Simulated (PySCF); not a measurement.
## Mo: excitation energy

Mo [Kr] 4d5 5s1 (7S) → Mo [Kr] 4d4 5s1 5p1 (high-spin determinant), as a difference of total energies. Computed with PySCF 2.14 in x2c-TZVPPall (8s6p6d2f1g, 79 functions), with the spin-free X2C one-electron Hamiltonian (Gaussian nucleus). Correlated levels: valence and next inner shell: [Ar] 3d10 frozen. The calculations carry no spin-orbit coupling.

```tsv
method	excitation energy (eV)
UHF	2.858
MP2 (valence and next inner shell)	3.640
SCS-MP2 (valence and next inner shell)	3.304
CCSD (valence and next inner shell)	3.247
CCSD(T) (valence and next inner shell)	3.330
```

Task: How much does correlation contribute at CCSD(T) (valence and next inner shell)?

Result: 3.330 − (2.858) = 0.472 eV, measured against UHF.

The basis was made for the ground configuration and has no added diffuse functions, so the excitation energy can come out too high.

The coupled-cluster amplitudes are large for the upper state (T1 above 0.03 or a double amplitude above 0.15), so a single reference is strained.

The determinant of the upper state mixes LS terms, which raises its energy above the lowest term, most at the Hartree-Fock and MP2 levels.
